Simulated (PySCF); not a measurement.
C₆H₁₂N₂.
Numbering: `[CH3:1][CH2:2][N:3]1[CH2:4][C@H:5]([CH3:6])[CH:7]=[N:8]1` (hydrogens: H9, H10, H11 on C1; H12, H13 on C2; H14, H15 on C4; H16 on C5; H17, H18, H19 on C6; H20 on C7)

All values: CAM-B3LYP/def2-SVPD (PySCF, non-relativistic), on one gas-phase PBE0-D3(BJ)/def2-SVP geometry that isn't relaxed in the solvent. The solvent is an IEF-PCM continuum (Bondi radii, 1.10 Å for H, scaled by 1.2), and excitations are vertical TDDFT with non-equilibrium linear response and a frozen core. The model holds no explicit solvent molecules, cavitation or dispersion.

Gas-phase singlets (H = HOMO, L = LUMO):

| state | E (eV) | λ (nm) | f | leading configuration |
| --- | --- | --- | --- | --- |
| S1 | 5.238 | 237 | 0.151 | H→L 80% |
| S2 | 5.809 | 213 | 0.026 | H→L+1 79% |
| S3 | 6.208 | 200 | 0.001 | H-1→L 57% |
| S4 | 6.373 | 195 | 0.004 | H→L+3 73% |
| S5 | 6.515 | 190 | 0.006 | H→L+2 65% |

**Question.** What are the lowest 5 singlets in cyclohexane (ε = 2.017)?

**Answer.** 
```json
{"state": "S1", "E (eV)": "5.157", "λ (nm)": "240", "f": "0.197", "leading configuration": "H→L 85%", "change by rank (eV)": "-0.081"}
{"state": "S2", "E (eV)": "5.859", "λ (nm)": "212", "f": "0.026", "leading configuration": "H→L+1 83%", "change by rank (eV)": "+0.050"}
{"state": "S3", "E (eV)": "6.243", "λ (nm)": "199", "f": "0.002", "leading configuration": "H-1→L 69%", "change by rank (eV)": "+0.035"}
{"state": "S4", "E (eV)": "6.429", "λ (nm)": "193", "f": "0.005", "leading configuration": "H→L+3 88%", "change by rank (eV)": "+0.056"}
{"state": "S5", "E (eV)": "6.578", "λ (nm)": "188", "f": "0.007", "leading configuration": "H→L+2 78%", "change by rank (eV)": "+0.063"}
```

**Question.** The ground-state energy changes by -0.075 eV from gas to cyclohexane. By how much does the total energy of gas-phase S1 change?

**Answer.** E(S1) = E(S0) + excitation energy, so it changes by -0.075 − 0.081 = -0.156 eV: it is lowered more than the ground state, which is what a red shift means. This is the vertical state, with the slow part of the continuum still set for S0.

**Question.** How do the frontier levels move from gas to cyclohexane?

**Answer.** 
```tsv
orbital	gas (eV)	solvent (eV)	change (eV)	Löwdin shares, gas	Löwdin shares, solvent
LUMO+2	1.91	1.99	+0.08	C7 13 %, C6 11 %, C1 9 %, H20 9 %	C6 12 %, C1 12 %, C7 12 %, H19 8 %
LUMO+1	1.52	1.57	+0.05	C7 14 %, C1 13 %, N8 12 %, C2 8 %	C7 14 %, C1 13 %, N8 10 %, C2 8 %
LUMO	1.15	1.19	+0.04	N8 17 %, C7 15 %, C6 12 %, C5 7 %	N8 22 %, C7 18 %, C6 11 %, C5 7 %
HOMO	-7.09	-7.08	+0.01	N3 40 %, C7 19 %, N8 12 %, C4 5 %	N3 41 %, C7 19 %, N8 12 %, C4 5 %
HOMO-1	-9.32	-9.38	-0.06	N8 56 %, C7 12 %, N3 9 %, C5 8 %	N8 54 %, C7 12 %, N3 9 %, C5 9 %
HOMO-2	-10.90	-10.84	+0.06	C2 17 %, C1 12 %, C4 10 %, C5 10 %	C2 16 %, C5 12 %, C4 11 %, C1 11 %
HOMO-3	-11.13	-11.11	+0.02	N8 25 %, C7 11 %, C2 10 %, N3 10 %	N8 25 %, C7 11 %, C2 10 %, N3 9 %
```

The HOMO–LUMO gap goes from 8.24 to 8.27 eV.

Time: 56 s; peak memory 1.3 GiB. Hardware: one thread of an Arm Neoverse V2, shared host with 192 logical CPUs at a one-minute load of 56. This is the whole response run at CAM-B3LYP/def2-SVPD in cyclohexane, SCF included.
